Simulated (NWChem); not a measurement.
System: SnH₂S, singlet; SMILES [SH][SnH]

Program: NWChem. Low-valent species are run as closed-shell singlets; no triplet was tried in these runs. Structure relaxed at the PBE0/def2-SVP level. def2 effective core potentials on Sn; no spin-orbit coupling. Ions are spin-unrestricted doublets at the neutral geometry; other ion states weren't tried.

**Question.** Estimate the computed values for LRC-wPBEh/def2-SVPD. Quantities: vertical ionisation energy, ΔSCF (eV); −ε(HOMO) (eV).

**Answer.** 
| Quantity | Value |
|---|---|
| vertical ionisation energy, ΔSCF (eV) | 9.02 |
| −ε(HOMO) (eV) | 8.63 |
